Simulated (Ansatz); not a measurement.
**BBr2F: a line through the functionals**

BBr2F has 4 atoms, charge 0, and is taken as a singlet. SMILES: `FB(Br)Br`. Geometry: relaxed at PBE0-D4/def2-TZVP.

The vertical ionisation energy (to the doublet cation) y, in eV, basis cc-pVDZ; a is the functional's share of exact exchange. Programs: Ansatz 0.2.0.

| functional | program | a | y (eV) |
| --- | --- | --- | --- |
| revPBE | Ansatz | 0 | 10.35 |
| BLYP | Ansatz | 0 | 10.20 |
| B3LYP | Ansatz | 0.2 | 10.73 |
| r2SCAN0 | Ansatz | 0.25 | 11.04 |
| PBE0 | Ansatz | 0.25 | ? |
| BHLYP | Ansatz | 0.5 | 11.04 |

Problem. Fit y = c + s·a to the known rows and predict PBE0.

Solution. 
1. Means of the 5 rows: a = 0.1900, y = 10.672.
2. Σ(Δa)² = 0.172, Σ(Δa·Δy) = 0.2876, so the slope is 0.2876/0.172 = 1.6721.
3. Intercept: 10.672 − (1.6721) × 0.1900 = 10.354. The largest residual of the fit is 0.27.
4. PBE0: 10.354 + (1.6721) × 0.25 = 10.77 eV.

The run gave 10.85 eV, so the prediction is off by -0.08 eV, within the scatter of the fit. Spin-orbit coupling is left out.
